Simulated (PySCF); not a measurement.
Bonds: Si1-F3 1.599 Å, Si1-F4 1.599 Å, Si1-F5 1.599 Å. Si1 carries H2.

Geometry: PBE0-D3(BJ)/def2-SVP; GIAO shifts from PySCF 2.14.0 with density-fitted response routines, gas phase, non-relativistic, averaged over equivalent atoms.

At PBE0/pcSseg-1 (80 basis functions, 3 s wall time on 1 thread of an Arm Neoverse V1, shared host):
| atoms | δ (ppm) |
| --- | --- |
| Si1 | -63.9 |
| H2 | 4.56 |
| F3/F4/F5 | -135.2 |

Scale: TMS for ²⁹Si (351.99 ppm) and ¹H (31.27 ppm); CFCl3 for ¹⁹F (177.25 ppm) (reference shieldings calculated alike).

**Question.** Predict the values at B3LYP/pcSseg-1 on the same geometry.

**Answer.** 
| atoms | δ at B3LYP/pcSseg-1 | change |
| --- | --- | --- |
| Si1 | -71.9 | -8.0 |
| H2 | 4.50 | -0.06 |
| F3/F4/F5 | -137.7 | -2.5 |

Shifts are taken against calculated references (same method and geometry level): ²⁹Si (337.86 ppm), ¹H (31.38 ppm) against TMS; CFCl3 for ¹⁹F (171.94 ppm).

The largest change is at Si1 (silicon bonded to 3 F, H). Cost: 80 basis functions, 2.3 s wall time on 1 thread of an Arm Neoverse V1, shared host.

Unscaled 19F shifts against computed CFCl3 carry errors that often reach 10 to 50 ppm.
